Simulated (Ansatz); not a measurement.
Born–Oppenheimer molecular dynamics of GaH4N (6 atoms, charge 0, multiplicity 1). It starts from a relaxed structure.

The calculation used RKS PBE-D4/def2-SVP (Ansatz).

```yaml
ensemble: NVE (velocity Verlet)
time_step: 1 fs
steps_asked: 250
starting_velocities_drawn_for: 100 K
masses: H 10 u
seed: 159860
```

First frame:

```xyz
6
Properties=species:S:1:pos:R:3
Ga 0.006 -0.001 -0.004
H 0.056 -0.547 1.469
N 1.586 0.001 -0.916
H 2.474 -0.326 -0.529
H 1.696 0.328 -1.877
H -1.245 0.546 -0.783
```

(1) How far do the bonds stretch over the last three quarters of this one trajectory? (Pairs bonded in most of those frames.)

Answers

(1) 
| bond | mean (Å) | spread (Å) | shortest | longest |
| --- | --- | --- | --- | --- |
| Ga1–H2 | 1.572 | 0.017 | 1.55 | 1.60 |
| Ga1–N3 | 1.826 | 0.010 | 1.81 | 1.85 |
| Ga1–H6 | 1.572 | 0.019 | 1.54 | 1.60 |
| N3–H4 | 1.022 | 0.007 | 1.01 | 1.04 |
| N3–H5 | 1.022 | 0.007 | 1.01 | 1.04 |

Mean temperature of the second half: 51 K. The conserved energy stayed within 0.023 meV per atom of its start (net change 0.012 meV per atom), so the integration is sound. Over the second half the temperature averaged 0.51 of the 100 K drawn at the start: a run that starts near a minimum puts about half its kinetic energy into the potential. A run of 0.25 ps of so small a system gives no equilibrium averages.

The run took 4.3 min on 1 thread of Arm Neoverse V2, with other jobs on the host, peak memory 0.11 GiB.
